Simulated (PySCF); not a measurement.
[C6H9NO]+: g tensor and hyperfine couplings

Species: C6H9NO (charge +1 and doublet state).
SMILES with atom numbers: `[CH3:1][C+:2]=[C:3][C@H:4]([CH3:5])[NH:6][CH:7]=[O:8]` (hydrogens: H9, H10, H11 on C1; H12 on C4; H13, H14, H15 on C5; H16 on N6; H17 on C7)

Cartesian coordinates in Å at the GFN2-xTB level; atoms count from 1:
```
atom  x, y, z in Å
C1     3.1851    0.4497    1.0802
C2     1.8429    0.2030    0.7042
C3     0.6840   -0.0113    0.3938
C4    -0.6710   -0.2823    0.0585
C5    -0.9004   -1.6322   -0.6147
N6    -1.3150    0.8349   -0.6332
C7    -2.4753    1.2148   -0.1033
O8    -2.8725    0.7387    0.9400
H9     3.4245    1.5108    1.0121
H10    3.8678   -0.1384    0.4604
H11    3.3408    0.1164    2.1123
H12   -1.2981   -0.2945    1.0085
H13   -0.4408   -1.6306   -1.6034
H14   -0.4493   -2.4292   -0.0296
H15   -1.9641   -1.8295   -0.7211
H16   -0.9243    1.2140   -1.4834
H17   -3.0414    1.9775   -0.6562
```

The hyperfine couplings belong to this conformer and change with its torsions.

Theory: UKS B3LYP, pcH-1 on C H N O, non-relativistic, mean-field spin-orbit, GIAO in PySCF. Geometry: GFN2-xTB, one conformer, isolated ion. A GFN2-xTB geometry isn't a minimum of the functional, and hyperfine couplings can be far from their values at a DFT geometry, by a factor of two or more for some ions and for spin on atoms past the first row. Stability of the SCF solution: not tested.

```json
{
 "g1, g2, g3": "2.00318, 2.00675, 2.00939",
 "g_iso": "2.00644",
 "Form of g": "rhombic: the two nearest values differ by 42 % of g3 − g1",
 "⟨S²⟩": "0.7565 (exact 0.7500)",
 "HOMO–LUMO gap, α and β orbitals": "7.63, 1.86 eV",
 "Total energy": "-363.68627 Eh"
}
```

Isotropic coupling and dipolar principal values T1 to T3, in 10⁻⁴ cm⁻¹; ρ(0) is the spin density at the nucleus (1 × 10⁻⁴ cm⁻¹ = 2.998 MHz):

```
atom  isotope  a_iso     T1    T2    T3  Mulliken spin population  ρ(0) (bohr⁻³)
  C1      13C   -4.1   -1.1  -0.6   1.7                     -0.01        -0.0108
  C2      13C    4.1   -9.1  -8.5  17.6                      0.29         0.0110
  C3      13C   -2.5   -6.7  -3.9  10.6                      0.15        -0.0066
  C4      13C   -1.3   -3.8  -3.3   7.1                      0.04        -0.0034
  C5      13C    3.3   -1.2  -1.0   2.1                      0.02         0.0089
  N6      14N   -0.9   -1.5  -1.3   2.8                      0.07        -0.0088
  C7      13C   -7.2   -2.4   0.1   2.3                     -0.04        -0.0191
  O8      17O   -8.2  -37.3  17.9  19.5                      0.35         0.0407
  H9       1H    1.3   -0.7  -0.5   1.2                      0.00         0.0008
 H10       1H   17.7   -1.1  -0.5   1.7                      0.02         0.0119
 H11       1H   29.8   -1.3  -0.6   1.8                      0.03         0.0200
 H12       1H   52.4   -4.3  -1.9   6.2                      0.04         0.0352
 H13       1H    7.2   -0.7   0.0   0.7                      0.01         0.0048
 H14       1H   -0.7   -0.7  -0.4   1.1                      0.00        -0.0005
 H15       1H   -0.9   -1.0  -0.1   1.1                      0.00        -0.0006
 H16       1H   -2.5   -2.0  -0.3   2.3                      0.00        -0.0017
 H17       1H   30.1   -1.4  -0.4   1.8                      0.04         0.0202
```

The largest Mulliken spin populations are on O8 (+0.35), C2 (+0.29), C3 (+0.15) and N6 (+0.07).

The SMILES `C[C+]=[C][C@H](C)NC=O` draws the unpaired electron on C3, whose computed spin population is only +0.15.

Axes: g2 points within 3° of the C7–O8 bond and g3 points within 12° of the C1–C2 bond.

Under fast tumbling the dipolar parts average out, and these isotropic splittings remain: 1 × 1H (H12, I = 1/2, 2 lines) with 5.60 mT, 1 × 1H (H17, I = 1/2, 2 lines) with 3.21 mT, 3 × 1H (H9/H10/H11, I = 1/2, 4 lines) with 1.73 mT, 1 × 1H (H16, I = 1/2, 2 lines) with 0.27 mT, 3 × 1H (H13/H14/H15, I = 1/2, 4 lines) with 0.20 mT and 1 × 14N (N6, I = 1, 3 lines) with 0.10 mT.

Means are taken over nuclei equivalent by connectivity, which assumes that they swap fast. The three 1H nuclei of mean +48.7 MHz run from 3.8 to 89.3 MHz in the frozen geometry. The three 1H nuclei of mean +5.7 MHz run from -2.6 to 21.7 MHz in the frozen geometry.

The 13C coupling of C7 (-21.5 MHz) shows only in satellite lines or after enrichment, since that isotope makes up about 1.07 % of natural carbon.

The 17O coupling of O8 (-24.7 MHz) shows only in satellite lines or after enrichment, since that isotope makes up about 0.038 % of natural oxygen.

β density exceeds α density at some nuclei, such as C7 (-0.0191), C1 (-0.0108) and N6 (-0.0088), spin density in bohr⁻³. In a single determinant that takes different orbitals for the two spins, that is spin polarisation.
